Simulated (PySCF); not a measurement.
Structure elucidation problem

Molecular formula: C6H13BO2. Simulated spectra:

¹H NMR (600 MHz, computed): δ 5.27 (s, 1H), 3.64 (s, 6H), 2.18 (s, 3H), 1.87 (s, 3H).

¹³C{¹H} NMR (computed): δ 172.8, 120.3, 52.8 (2C), 32.9, 23.1.

Computed data (PySCF 2.14): GIAO B3LYP/pcSseg-1 shieldings, PBE0-D3(BJ)/def2-SVP geometry. Single conformer, non-relativistic Hamiltonian, rapidly exchanging positions averaged, isolated molecule.

Scale: ¹H, ¹³C against TMS (reference shieldings calculated alike).

Deduce the structure.

Results:


1. 5 carbon signals for 6 carbons: some carbons are equivalent by symmetry or fast rotation.
2. Carbon types of the structure: 1 × C, 1 × CH, 4 × CH3, which accounts for all hydrogens.
3. δC 172.8: fully substituted alkene carbon.
4. δC 120.3: alkene CH; an sp2 carbon of a C=C bond.
5. δC 52.8: methyl carbon bonded to O; the inductive effect lowers its shielding.
6. δC 32.9, 23.1: allylic methyl carbon; saturated and bonded to C and H only.
7. δH 5.27: hydrogen on an alkene CH; olefinic region.
8. δH 3.64: hydrogen on a methyl carbon bonded to O; its carbon carries O, which withdraws density.
9. δH 2.18, 1.87: hydrogen on an allylic methyl carbon; allylic position.

These data were computed for `COB(C=C(C)C)OC`.

The data come from this structure; uniqueness wasn't tested.

A carbon bonded to boron is broadened by the quadrupolar boron nucleus and is often missing from a measured spectrum. Shifts are as computed. Against solution values, carbons near 30 ppm lie about +2 ppm off and those near 130 ppm about +6 ppm. Of 1309 compounds with measured shifts, 239 miss one by over three times the rms of a fit or turn the order of signals round; such compounds aren't used in these exercises. No couplings were computed; multiplicities are counted from neighbouring protons, with m where these are inequivalent, close in shift, in a saturated or five-membered ring or joined by F or P, and br s for small geminal =CH2 splittings.
